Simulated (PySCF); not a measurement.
## [PbBr3]+: from structure and modes to constants

These are results of PBE in PySCF with Pb def2-SVP with ECP60, Br def2-SVP; scalar-relativistic core potentials, no spin–orbit coupling; density-fitted integrals, not measurements.

The singlet minimum has D3h symmetry. Masses (u): Pb 207.97664, Br 78.91834.

```xyz
4
charge 1 multiplicity 1, angstrom
Pb    0.0000    0.0000    0.0000
Br    2.5382    0.0000    0.0000
Br   -1.2691    2.1982    0.0000
Br   -1.2691   -2.1981    0.0000
```

Harmonic wavenumbers (cm⁻¹): 52.4 (e', ×2), 54.2 (a2'', ×1), 190.7 (a1', ×1), 245.6 (e', ×2).

Q: Find the principal moments of inertia and the rotational constants. What kind of rotor is it?

A: About the centre of mass I = 762.64, 762.64, 1525.3 u Å². With B = 16.8576/I this gives 0.0221, 0.0221, 0.01105 cm⁻¹. The molecule is an oblate symmetric top.

Q: What is the harmonic zero-point energy?

A: Half the sum of all 6 wavenumbers, 841/2 = 421 cm⁻¹, which is 5.0 kJ/mol (1 cm⁻¹ = 0.0119627 kJ/mol).

Q: Find the vibrational entropy and heat capacity at 298.15 K.

A: With u = 1.43878 ω/T, each mode gives S = R[u/(eᵘ−1) − ln(1−e⁻ᵘ)] and C = R u² eᵘ/(eᵘ−1)².
| ω (cm⁻¹) | u | S (J/(mol K)) | C (J/(mol K)) |
| --- | --- | --- | --- |
| 52.4 (×2) | 0.253 | 19.76 | 8.27 |
| 54.2 | 0.262 | 19.48 | 8.27 |
| 190.7 | 0.920 | 9.29 | 7.75 |
| 245.6 (×2) | 1.185 | 7.37 | 7.41 |
The sums over all modes are S = 83.0 and C = 47.4 J/(mol K); the softest mode gives 24 % of the entropy (each member, where degenerate).

Q: Give the standard entropy (298.15 K, 1 bar) by its translational, rotational, vibrational and spin parts, and Cp.

A: Sackur–Tetrode with M = 444.73 u gives 184.9; rotation with symmetry number 6 gives 119.3; vibration 83.0; spin R ln 1 = 0.0. The total is 387.2 J/(mol K), and Cp = 4 R + 47.4 = 80.6 J/(mol K).

This need not be the most stable arrangement of these atoms. No spin–orbit coupling is included, which matters more the heavier the element.
